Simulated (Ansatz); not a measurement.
Consider the redistribution: `C=[CH][GaH2]` + `O[SiH](F)[NH][GeH3]` → `C=[CH][GaH][GeH3]` + `N[SiH](O)F`.

Computed with Ansatz on PBE0-D4/def2-TZVP structures; ΔE is electronic, products minus reactants. CCSD(T)/CBS adds triple-zeta CCSD(T) − MP2 to the extrapolated MP2 energy (def2 sets, frozen cores). This one scheme is used for every species. Functionals use def2-TZVPP. B3LYP here is the variant with VWN-RPA as its local correlation; programs differ in this. For Ga, Ge outer-core shells are correlated without core-valence functions, which leaves a few kJ/mol of doubt a bond. Scalar relativity is left out up to krypton. Each species was taken in one conformer, which may not be the lowest.

CCSD(T)/CBS gives -0.37 eV.

**Question.** Another level gave -0.32 eV. Which?
A. BLYP/def2-TZVPP
B. CAM-B3LYP-D4/def2-TZVPP
C. SCS-MP2/def2-TZVPP
D. B3LYP-D4/def2-TZVPP

**Answer.** B. CAM-B3LYP-D4 -0.32, SCS-MP2/def2-TZVPP -0.25, BLYP -0.44, B3LYP-D4 -0.38 eV.

**Question.** What do rigid-rotor, harmonic-oscillator terms from PBE0-D4/def2-TZVP frequencies (298.15 K, 1 bar) make of the CCSD(T)/CBS value? (Best estimate.)

**Answer.** The calculation gave: ΔZPE = +0.08 eV, ΔH = -0.28 eV, ΔS = 0 J/(mol·K), ΔG = -0.28 eV. Modes under 50 cm⁻¹ make the entropy rough.

Largest T1 diagnostic among the species: 0.013.

In def2-TZVPP, CCSD(T) changes the Hartree–Fock value by −0.12 eV (the triples alone add −0.01 eV) and MP2 by −0.10 eV. At CCSD(T), def2-SVP lies +0.16 eV from the extrapolated value and def2-TZVPP +0.05 eV. From BLYP to BHLYP (50 % exact exchange), in def2-TZVPP and without D4, ΔE moves by +0.10 eV.
